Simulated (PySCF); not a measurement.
Electronic structure of Pb (lead, neutral) at the UHF level

Configuration: [Xe] 4f14 5d10 6s2 6p1 7s1, high-spin 3P determinant (an excited configuration). Computed with PySCF 2.14 in aug-cc-pVTZ-DK3, with scalar relativity by spin-free X2C-1e.

```
Total energy                                                  : -20877.776122 hartree
One-electron energy                                           : -28562.2761 hartree
Hartree (Coulomb) energy                                      : 8074.1388 hartree
Exchange energy                                               : -389.6389 hartree
⟨S²⟩                                                          : 2.0068
⟨L²⟩                                                          : 2.026
Sum of ⟨r⟩                                                    : 52.11 bohr
Sum of ⟨r²⟩                                                   : 103.8 bohr²
Traceless quadrupole moment −½Σ⟨3z² − r²⟩ along its main axis : -3.49 e·bohr²
Langevin diamagnetic susceptibility                           : -82.2 ×10⁻⁶ cm³/mol
```

```tsv
shell	electrons	mean orbital energy (eV)	spread (eV)	rms radius, mean of both spins (bohr)
1s α	1	-88463.3	0	0.0181
1s β	1	-88463.3	0	0.0181
2s α	1	-15983.7	0	0.0730
2s β	1	-15983.7	0	0.0730
2p α	3	-13781.4	0.009	0.0673
2p β	3	-13781.4	0.031	0.0673
3s α	1	-3912.1	0	0.186
3s β	1	-3912.1	0	0.186
3p α	3	-3267.6	0.015	0.189
3p β	3	-3267.6	0.087	0.189
3d α	5	-2574.7	0.056	0.173
3d β	5	-2574.7	0.073	0.173
4s α	1	-927.50	0	0.408
4s β	1	-927.46	0	0.408
4p α	3	-711.62	0.065	0.435
4p β	3	-711.58	0.194	0.435
4d α	5	-449.71	0.150	0.462
4d β	5	-449.69	0.189	0.462
5s α	1	-170.36	0	0.915
5s β	1	-170.24	0	0.915
4f α	7	-161.93	0.180	0.494
4f β	7	-161.92	0.216	0.494
5p α	3	-107.79	0.146	1.04
5p β	3	-107.71	0.450	1.04
5d α	5	-32.586	0.359	1.39
5d β	5	-32.442	0.578	1.39
6s α	1	-18.898	0	2.46
6s β	1	-16.934	0	2.46
6p α	1	-9.108	0	3.39
7s α	1	-2.780	0	6.71
```

Spin-orbit coupling, absent here, splits the open shell strongly. The outer electron is Rydberg-like, and this basis confines it to a smaller radius and binds it less than a complete one would.

Densities and radii are taken from the X2C orbitals without a picture-change correction, which distorts them close to the nucleus.

Spin-orbit constants ζ (cm⁻¹) from the X2C one-electron operator on these orbitals: bare nucleus, nucleus screened by l(l+1)(2l+1)/3 electrons, and screened by the Breit-Pauli mean field of the electrons.

```
shell      bare  screened nucleus  mean field
   2p  10860000          10600000         n/a
   3p   2450000           2390000         n/a
   3d    375900            330100         n/a
   4p    595400            580900         n/a
   4d     81640             71680         n/a
   4f     17260             11360         n/a
   5p    103800            101300         n/a
   5d      9335              8196         n/a
   6p      7564              7379         n/a
```

To first order the Landé constant is A = 3690 cm⁻¹, so the lowest level has J = 0 and lies 0.915 eV below the centre of the term. This holds in LS coupling only.
